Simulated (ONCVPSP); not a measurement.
## Cu: one change to an ONCV potential, before and after

Cu (Z = 29), optimised norm-conserving Vanderbilt (ONCV), made with ONCVPSP 4.0.1 (BLYP, scalar-relativistic). Core [Ne] 3s2, reference 3p6 3d10 4s1. Waves: 4s: rc 2.00 bohr, ncon 4, nbas 9, qcut 3.9 1/bohr, 2 projectors, debl 2.7 Ha; 3p: rc 1.15 bohr, ncon 3, nbas 6, qcut 14.1 1/bohr, 2 projectors, debl 3.9 Ha; 3d: rc 0.95 bohr, ncon 4, nbas 8, qcut 13.6 1/bohr, 2 projectors, debl 3.2 Ha. Local part: polynomial inside 0.75 bohr (lpopt 4, dvloc0 3 Ha). Core correction: Teter function, fcfact 4.75, rcfact 1.15.

Change: local potential polynomial inside 0.75 bohr (lpopt 4, dvloc0 9 Ha).

Cutoffs: the cutoffs (Ha) at which the residual kinetic energy of the hardest occupied pseudo-wave falls to 1 and 0.1 mHa per electron; they do not see the model core or the augmentation charge, which bear on the density cutoff. Errors are all-electron minus pseudo energies relative to the spin-unpolarised reference configuration.

Q: Predict the effect on cutoff, ghosts and configuration errors.

A: The potential gets neither clearly harder nor softer (87 Ha and 219 Ha → 87 Ha and 219 Ha); the bound ghost in s disappears; the lowest positive-energy flag moves from none to s at 27.7 eV; the errors of the 3 common tests hardly move; the range in which the s phases agree narrows (upper end 4.2 → 1.0). In the separable form a ghost depends on how the local part lies against the semilocal potential of the channel, so the choice of the local part can create or remove one.

```csv
quantity,base,changed
"cutoff, loose",87 Ha,87 Ha
"cutoff, tight",219 Ha,219 Ha
bound ghosts,s,none
GHOST(+) flags under 300 eV,none,s at 27.7 eV
tests with a reliable result,3 of 4,3 of 4
"error for 3p6 3d10 4s0, meV [ΔE 8.28 eV]",-10.0,-9.9
"error for 3p6 3d9 4s0, meV [ΔE 29.66 eV]",+21,+21
"error for 3p6 3d9 4s2, meV [ΔE 1.90 eV]",-45,-45
s: phases at 2.03 bohr within 0.05 rad from the reference energy up to (Ha; the scan ends near 5),4.2,1.0
p: phases at 1.16 bohr within 0.05 rad from the reference energy up to (Ha; the scan ends near 5),to the end of the scan,to the end of the scan
d: phases at 0.96 bohr within 0.05 rad from the reference energy up to (Ha; the scan ends near 5),to the end of the scan,to the end of the scan
"rms error of d²Exc/dni dnj with the model core, mHa",3.10,3.10
```

 A true bound ghost makes a file unfit for plane-wave use even where its test errors are small: the radial tests pick states by their node count and pass the ghost by.
